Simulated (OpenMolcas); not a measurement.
Au5+ in a point-charge field

Au5+ among 4 point charges of -2 e arranged as a square (D4h), 2.07 Å from the ion.
```
   2.0700    0.0000    0.0000  -2.00
   0.0000    2.0700    0.0000  -2.00
  -2.0700    0.0000    0.0000  -2.00
   0.0000   -2.0700    0.0000  -2.00
```

| Item | Value |
| --- | --- |
| Program | OpenMolcas |
| Method | SS-CASPT2, IPEA 0.25 Eh, imaginary shift 0.1 Eh (closed shells correlated: 5s 5p) |
| Basis | ANO-RCC-VDZP [7s6p4d2f] |
| Scalar Hamiltonian | DKH2, point nucleus |
| Active space | 6 electrons in 5 orbitals (5d) |
| State averaging | 2S+1 = 5 even, 5 roots; 2S+1 = 3 even, 45 roots; 2S+1 = 1 even, 50 roots |
| Spin-orbit coupling | RASSI with atomic mean-field integrals over the reference wave functions |

The lowest spin-free states (labels of D4, the rotations of D4h), above the lowest:

| State | Degeneracy | E (cm-1) | Free-ion L (%) |
| --- | --- | --- | --- |
| 5A1 | 1 | 0 | D (100) |
| 5E | 2 | 3510 | D (100) |
| 5B2 | 1 | 14290 | D (100) |
| 3B2 | 1 | 16290 | G (41) |
| 3E | 2 | 17020 | H (40) |
| 3A2 | 1 | 18650 | H (52) |
| 5B1 | 1 | 20020 | D (100) |
| 3E | 2 | 20970 | H (67) |
| 3B1 | 1 | 21000 | G (44) |
| 3A1 | 1 | 21710 | H (74) |
| 3E | 2 | 21910 | G (36) |
| 3B1 | 1 | 24060 | F (52) |
| 3B2 | 1 | 24280 | F (45) |
| 3E | 2 | 25410 | H (54) |
| 3E | 2 | 25720 | F (40) |
| 3A2 | 1 | 25840 | H (63) |
| 3A1 | 1 | 26390 | G (77) |
| 1B2 | 1 | 27930 | I (72) |
| 1B1 | 1 | 28350 | I (77) |
| 1A1 | 1 | 28630 | G (72) |

The lowest levels with spin-orbit coupling:

```csv
E (cm-1),Degeneracy,Label,2S+1,g
0,1,A1,5 (69 %),
620,2,E,5 (70 %),0.00 0.00 2.99
1970,1,B1,5 (68 %),
2760,1,B2,5 (76 %),
5660,2,E,5 (76 %),0.00 0.00 9.07
8180,1,B2,5 (56 %),
8590,1,B1,5 (62 %),
11760,2,E,5 (72 %),0.00 0.00 3.70
11820,1,A1,5 (58 %),
13340,1,A2,5 (86 %),
13600,1,A1,5 (61 %),
13920,2,E,5 (71 %),0.00 0.00 3.53
13970,1,A2,5 (65 %),
18430,1,B2,5 (60 %),
18680,2,E,3 (47 %),0.00 0.00 0.91
18770,1,A1,3 (54 %),
19130,1,B1,3 (64 %),
20100,2,E,3 (47 %),0.00 0.00 3.79
20840,1,B2,3 (72 %),
22390,1,B1,5 (50 %),
```

Powder χT (cm3 K/mol): 0.0211 at 2 K, 0.106 at 10 K, 0.528 at 50 K, 1.06 at 100 K, 2.06 at 200 K, 2.8 at 300 K. The effective moment at 300 K is 2.828 √(χT) = 4.73 μB.

Spin-orbit coupling mixes the spin-free states strongly: the lowest level takes only 50 % from its leading state, 5A1. Point charges give a weaker field than real ligands, and real ions of this kind are as a rule low spin; the high spin found here belongs to the model. Free-ion shares, where given, are those of the reference states; single-state CASPT2 does not remix them. Point charges carry no covalency, so the field is a model and not that of real ligands. No measured value stands beside these numbers.

The CASPT2 steps took 8.1 s on 1 thread of Arm Neoverse V1, on a shared host; the integral step is not counted.

With an even number of electrons the g values are those of a degenerate or nearly degenerate non-Kramers pair.
